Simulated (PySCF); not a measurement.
Excitations are Tamm–Dancoff values on a coarser integration grid. The basis has no diffuse functions, so Rydberg states are missing or too high.

Cartesian coordinates (Å):
SMILES: [NH3+]C
```xyz
8

C      0.7589     0.0257    -0.0049
N     -0.7373    -0.0250     0.0047
H      1.1284    -0.8097    -0.5949
H      1.1130    -0.0477     1.0208
H      1.0691     0.9696    -0.4471
H     -1.1194     0.0409    -0.9415
H     -1.0790    -0.8979     0.4132
H     -1.1337     0.7442     0.5496
```
Charge +1, spin multiplicity 1.

Q: Predict the LUMO, S1–T1 gap (TDA) and total energy from PBE-D3(BJ)/def2-TZVP // PBE0-D4/def2-TZVP (PySCF).

A: 
```yaml
LUMO: -6.24 eV
S1–T1 gap (TDA): 0.22 eV
total_energy: -2615.61 eV
```
